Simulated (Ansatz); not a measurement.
Consider the formal exchange of groups at the Si–S bond: `BS[SiH3]` + `O[CH2][SnH3]` → `O[CH]([SiH3])[SnH3]` + `BS`.

Computed with Ansatz on PBE0-D4/def2-TZVP structures; ΔE is electronic, products minus reactants. CCSD(T)/CBS adds triple-zeta CCSD(T) − MP2 to the extrapolated MP2 energy (def2 sets, frozen cores). This one scheme is used for every species. DFT in def2-TZVPP. B3LYP here is the variant with VWN-RPA as its local correlation; programs differ in this. Elements past krypton have def2 core potentials. For Sn outer-core shells are correlated without core-valence functions, which leaves a few kJ/mol of doubt a bond. Each species was taken in one conformer, which may not be the lowest.

`BS[SiH3]`:

Cartesian coordinates in Å:
```
B 0.366 1.590 0.501
S -0.920 0.885 -0.498
Si -0.338 -1.189 -0.419
H 1.220 0.910 0.986
H 0.337 2.770 0.664
H -0.352 -1.663 0.985
H 1.016 -1.355 -0.998
H -1.329 -1.948 -1.221
```

`O[CH2][SnH3]`:

Z-matrix (Å, degrees):
```
C
Sn 1 2.175
O 1 1.413 2 112.6
H 1 1.096 2 109.6 3 -125.6
H 1 1.091 2 108.3 3 117.7
H 2 1.714 1 107.0 3 48.9
H 2 1.711 1 111.7 3 168.2
H 2 1.707 1 110.7 3 -69.5
H 3 0.960 1 108.8 2 -64.7
```

`O[CH]([SiH3])[SnH3]`:

```xyz
12

O    -1.852    0.028   -0.040
C    -0.506   -0.160   -0.461
Si    0.164   -1.718    0.349
Sn    0.726    1.572    0.036
H    -2.219    0.798   -0.484
H    -0.436   -0.287   -1.551
H     0.151   -1.576    1.827
H     1.571   -1.881   -0.112
H    -0.622   -2.921   -0.035
H    -0.266    2.933   -0.284
H     2.133    1.650   -0.931
H     1.156    1.564    1.687
```

`BS`:

Cartesian coordinates in Å:
```
B 0.363 -0.375 -0.251
S -1.089 0.066 0.648
H 0.513 -1.540 -0.456
H 1.137 0.449 -0.624
H -0.924 1.400 0.684
```

```json
{"level": "B3LYP-D4", "ΔE (kJ/mol)": "54.1", "difference from CCSD(T)/CBS": "0.3"}
{"level": "ωB97X-V", "ΔE (kJ/mol)": "54.7", "difference from CCSD(T)/CBS": "0.9"}
{"level": "PBE", "ΔE (kJ/mol)": "57.0", "difference from CCSD(T)/CBS": "3.2"}
{"level": "r2SCAN", "ΔE (kJ/mol)": "57.4", "difference from CCSD(T)/CBS": "3.6"}
{"level": "B3LYP", "ΔE (kJ/mol)": "57.9", "difference from CCSD(T)/CBS": "4.1"}
{"level": "HF/def2-TZVPP", "ΔE (kJ/mol)": "64.3", "difference from CCSD(T)/CBS": "10.5"}
{"level": "CCSD(T)/def2-TZVPP", "ΔE (kJ/mol)": "52.8", "difference from CCSD(T)/CBS": "-1.0"}
{"level": "HF/def2-QZVPP", "ΔE (kJ/mol)": "64.3", "difference from CCSD(T)/CBS": "10.5"}
{"level": "SCS-MP2/def2-QZVPP", "ΔE (kJ/mol)": "56.7", "difference from CCSD(T)/CBS": "2.9"}
{"level": "CCSD/CBS(def2)", "ΔE (kJ/mol)": "54.8", "difference from CCSD(T)/CBS": "1.0"}
{"level": "CCSD(T)/CBS", "ΔE (kJ/mol)": "53.8", "difference from CCSD(T)/CBS": "0"}
```

Largest T1 diagnostic among the species: 0.015.

The D4 term adds −3.8 kJ/mol with B3LYP and −2.2 kJ/mol with PBE0; it sums over pairs of atoms, weighted by their polarisabilities, and B3LYP, whose exchange is more repulsive, gets the larger term. In def2-TZVPP, CCSD(T) changes the Hartree–Fock value by −11.4 kJ/mol (the triples alone add −1.0 kJ/mol) and MP2 by −8.4 kJ/mol.
